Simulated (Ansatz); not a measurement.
A nudged elastic band was laid between two geometries of Cl2GeH2 + H2S (8 atoms, charge 0, multiplicity 1).

Theory: RKS B3LYP-D4/def2-SVP in Ansatz 0.2.0.

* movable images: 9
* climbing image: yes
* spring: 5.0 eV/Å²
* optimiser: quadratic models (default)
* start path: through a guess of the saddle point
* force threshold: 0.05 eV/Å
* iteration limit: 31
* end points: relaxed

Initial state:

```xyz
8
Properties=species:S:1:pos:R:3
Ge 0.398 0.010 -0.140
H 0.402 0.437 1.328
H 1.748 0.060 -0.867
Cl -0.973 1.284 -1.244
Cl -0.331 -2.033 -0.281
S -2.888 -0.041 1.892
H -2.963 0.616 0.712
H -2.595 -1.207 1.273
```

Final state:

```xyz
8
Properties=species:S:1:pos:R:3
Ge -0.601 -0.643 -0.438
H 0.125 1.586 2.573
H 0.741 -0.898 0.260
Cl -0.681 1.388 -1.187
Cl -0.778 -1.941 -2.164
S -2.262 -1.003 0.994
H -3.213 -0.573 0.132
H -0.534 1.211 2.503
```

Q: What changes between the two ends?

A: Bonds broken: Ge1–H2, S6–H8. Bonds formed: Ge1–S6, H2–H8. Cl2GeH2 + H2S becomes Cl2GeH2S + H2.

Q: Give the energies along the band, and the barrier.

A: The forces met the threshold. The highest image is number 5 of 0 to 10, 2.27 eV above the first end and 2.38 eV above the last; the last end lies 0.11 eV below the first. Neighbouring images differ by up to 2.3 eV, so the band resolves the path poorly. A vibrational analysis at the climbing image gives one clearly imaginary mode, 1440i cm⁻¹: a first-order saddle point. The orbitals stay closed-shell, which can raise the energy where a bond breaks towards radicals; this wasn't checked here.

| image | path coordinate (Å) | energy (eV) | Ge1–H2 (Å) | S6–H8 (Å) | Ge1–S6 (Å) |
| --- | --- | --- | --- | --- | --- |
| 0 | 0.00 | 0.00 | 1.53 | 1.35 | 3.86 |
| 1 | 1.01 | 0.03 | 1.53 | 1.35 | 3.84 |
| 2 | 2.01 | 0.05 | 1.53 | 1.35 | 3.81 |
| 3 | 3.02 | 0.17 | 1.53 | 1.35 | 3.77 |
| 4 | 4.02 | 0.81 | 1.55 | 1.36 | 3.29 |
| 5 | 5.03 | 2.27 | 1.79 | 1.58 | 2.58 |
| 6 | 6.68 | -0.05 | 3.13 | 2.80 | 2.23 |
| 7 | 8.33 | -0.08 | 3.93 | 3.10 | 2.23 |
| 8 | 9.97 | -0.10 | 4.09 | 3.11 | 2.22 |
| 9 | 11.62 | -0.10 | 4.02 | 3.09 | 2.22 |
| 10 | 13.27 | -0.11 | 3.82 | 3.19 | 2.22 |

Q: What is the geometry of the highest image?

A: 
```xyz
8
Properties=species:S:1:pos:R:3:forces:R:3
Ge -0.269 0.006 -0.100 -0.03 -0.01 0.03
H -0.191 -0.802 1.495 0.02 0.00 -0.04
H 1.168 0.530 0.098 -0.01 0.02 0.03
Cl -0.903 1.354 -1.746 0.00 -0.02 0.00
Cl -0.625 -1.927 -1.027 0.01 -0.04 -0.04
S -2.301 0.662 1.348 0.01 0.05 0.01
H -2.950 -0.399 0.808 0.01 0.00 0.00
H -1.131 -0.298 1.796 -0.01 -0.01 0.01
```

Run time: 14 min on 2 threads of Intel(R) Xeon(R) Platinum 8259CL CPU @ 2.50GHz (Skylake/Cascade Lake), on a shared host, peak memory 0.3 GiB.
